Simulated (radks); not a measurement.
Q: Species: Si I. Configuration: [Ne] 3s0.5 3p3.5 (fractional occupations, a model configuration). Calculated with a radial shooting solver on a logarithmic mesh with Libxc functionals: non-relativistic Kohn-Sham, PBE, spin-polarised, spherical densities, point nucleus; open shells are filled with parallel spins first. Some entries of the table are withheld. Estimate them.

orbital  occ.  eigenvalue (eV)  r(max) (bohr)
1s up       1        -1783.208        0.07297
1s down     1        -1782.933        0.07297
2s up       1        -140.8764         0.4560
2s down     1        -140.5175         0.4563
2p up       3         -97.6419         0.3883
2p down     3         -97.2130         0.3886
3s up     0.5              (1)          1.776
3s down     0              (2)          1.735
3p up       3          -5.6953          2.083
3p down   0.5          -3.2293          2.107

A: 
(1) 3s up eigenvalue (eV): -12.7037
(2) 3s down eigenvalue (eV): -10.0673
